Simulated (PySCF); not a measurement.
# Name the molecule from its bond curve

A diatomic of charge +1 contains Be. Its doublet curve at UHF-CCSD(T) in a triple-zeta basis (no relativity, PySCF), in eV from the separated fragments:

```tsv
R (Å)	E (eV)
1.279	-3.307
1.336	-3.637
1.378	-3.762
1.421	-3.806
1.464	-3.785
1.520	-3.680
1.591	-3.462
1.677	-3.119
```

The fit gives ωe = 1269 cm⁻¹ and the rotational constant Bₑ = 1.436 cm⁻¹.

**Question.** Which atom is the partner?

**Answer.** The minimum lies at 1.427 Å, so the reduced mass is 16.8576 u Å² cm⁻¹/(Bₑ·Re²) = 5.765 u. With Be at 9.01 u the partner weighs about 16.0 u: O. The molecule is BeO⁺.

Correlated steps freeze 1 core orbital. The state was picked by a PBE0 search and need not be the measured ground state.
